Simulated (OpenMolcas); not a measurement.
**Ga: thermal populations, worked from levels**

- Program: OpenMolcas
- Basis: ANO-RCC-VQZP [7s6p4d2f1g]
- Scalar Hamiltonian: DKH2, point nucleus
- Active space: 1 electron in 9 orbitals (RAS2 4p; RAS3 4d 5s, at most 1 electron)
- State averaging: 2S+1 = 2 odd, 3 roots; 2S+1 = 2 even, 1 root
- Spin-orbit coupling: state interaction with AMFI integrals over the reference wave functions, term energies averaged over their components

Methods: RASSCF; SS-RASPT2, IPEA 0.25 Eh, imaginary shift 0.1 Eh (closed shells correlated: 3d 4s). Measured levels: NIST Handbook of Basic Atomic Spectroscopic Data.

**Thermal populations.** Z = Σ (2J + 1) exp(-E/kT) with k = 0.695035 cm-1/K, over the levels below. No other level of either list lies under 33000 cm-1, which is above 7 kT at each temperature.

```json
{"Level": "4s² 4p ²P°_1/2", "2J + 1": "2", "SS-RASPT2": "0.0", "measured": "0.0"}
{"Level": "4s² 4p ²P°_3/2", "2J + 1": "4", "SS-RASPT2": "704", "measured": "826"}
{"Level": "4s² 5s ²S_1/2", "2J + 1": "2", "SS-RASPT2": "29498", "measured": "24789"}
```

| T (K) | Z, SS-RASPT2 | Z, measured levels | Ground level (%), SS-RASPT2 | Ground level (%), measured levels |
| --- | --- | --- | --- | --- |
| 2000 | 4.411 | 4.208 | 45.3 | 47.5 |
| 3000 | 4.854 | 4.692 | 41.2 | 42.6 |
| 5000 | 5.267 | 5.155 | 38.0 | 38.8 |

At 5000 K, kT = 3475 cm-1, and the computed levels give Z = 2.000 + 3.266 + 0.000 = 5.267.

ANO sets are built for valence states and can reach diffuse excited orbitals poorly, and with the s shell closed the s pⁿ⁺¹ terms that mix with these levels are absent. No level of 4s² 4d was computed, though it lies in the active space. With one active electron the reference holds no correlation, so core polarisation is missing (holds for RASSCF). With one active electron, CASPT2 adds the correlation within the correlated inactive shells and between them and that electron, and leaves the splitting within a term as the reference gives it (holds for SS-RASPT2). Measured partners are found by configuration, term and J. A level has none where our copy of the source lacks it or the pairing is in doubt (some pairs that miss far off the trend of their configuration count as doubtful), and it then counts in no deviation. Levels of configurations outside the active space are missing.

° marks odd parity.
